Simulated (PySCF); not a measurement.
## Electron correlation in Zn (zinc, neutral)

[Ar] 3d9 4s2 4p1, one real determinant (an excited configuration). All numbers are calculated (PySCF 2.14, the spin-free X2C one-electron Hamiltonian (Gaussian nucleus), in x2c-QZVPPall (11s7p6d4f2g, 108 functions)). Frozen: [Ne]; 20 electrons correlated.

MP2 pair energies summed by pair of shells (mhartree):

| pair | energy | share (%) |
| --- | --- | --- |
| 3d-3d | -351.62 | 43.8 |
| 3p-3d | -212.39 | 26.5 |
| 3s-3d | -51.83 | 6.5 |
| 3d-4s | -50.78 | 6.3 |
| 3p-3p | -49.38 | 6.2 |
| 3s-3p | -25.61 | 3.2 |
| 4s-4s | -19.56 | 2.4 |
| 4s-4p | -15.02 | 1.9 |
| 3d-4p | -9.68 | 1.2 |
| 3p-4s | -9.12 | 1.1 |
| 3s-3s | -4.32 | 0.5 |
| 3p-4p | -1.69 | 0.2 |
| 3s-4s | -1.07 | 0.1 |
| 3s-4p | -0.21 | 0.0 |

Total MP2 correlation energy: -802.28 mhartree.

Same-spin part -261.34 and opposite-spin part -540.94 mhartree; SCS-MP2 scales them by 1/3 and 6/5 to -736.24 mhartree.

The basis was made for the ground configuration and has no added diffuse functions, which can raise the energy of the promoted electron.

The reference is one real determinant that mixes LS terms of this configuration.

This basis was not built for core-valence correlation, so the inner-shell part is incomplete.
